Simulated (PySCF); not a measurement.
Electron correlation in Cl²⁺ (chlorine, charge +2)

[Ne] 3s2 3p3, high-spin 4S determinant. Computed with PySCF 2.14 in def2-TZVPPD, with no relativity, point nucleus. Frozen: 1s2; 13 electrons correlated.

| level | correlation energy (mhartree) |
| --- | --- |
| CCSD | -274.01 |
| (T) | -4.64 |
| CCSD(T) | -278.65 |

Diagnostics: T1 = 0.0025, D1 = 0.0101, largest double amplitude 0.051.

Task: Is a single reference adequate?

Result: Yes: T1 lies below 0.03 and no double amplitude reaches 0.07.

This basis was not built for core-valence correlation, so the inner-shell part is incomplete.
